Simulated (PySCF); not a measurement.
SbI3.
Bonds: Sb1–I2, Sb1–I3, Sb1–I4.

Level of theory: PBE0-D3(BJ)/def2-SVP geometry optimisation, gas phase, def2 core potentials past Kr in PySCF 2.14.0.

Problem. How far are the bound atoms from Sb1?

Solution. 3 atoms: I2 2.733 Å, I3 2.734 Å, I4 2.734 Å.

Problem. List the angles at Sb1.

Solution. 
| angle | degrees | distance of the outer atoms (Å) |
| --- | --- | --- |
| I2–Sb1–I4 | 99.9 | 4.18 |
| I2–Sb1–I3 | 99.8 | 4.18 |
| I3–Sb1–I4 | 99.6 | 4.18 |

Problem. What is the shape at Sb1?

Solution. Pyramidal: angles 99.9°, 99.8° and 99.6°, sum 299.2°, 1.28 Å off the plane of its three neighbours. Differences among atoms that C3v makes equivalent are scatter left by the optimiser.

Problem. What are the rotational constants (commonest isotopes, rigid rotor)?

Solution. A = 401.9, B = 400.3, C = 227.9 MHz: an oblate symmetric top.

Point group: C3v (every atom within 0.08 Å of its image). Charge 0, singlet. No PBE0-D3(BJ)/def2-SVP frequencies stand behind this structure, so it isn't proved a minimum.
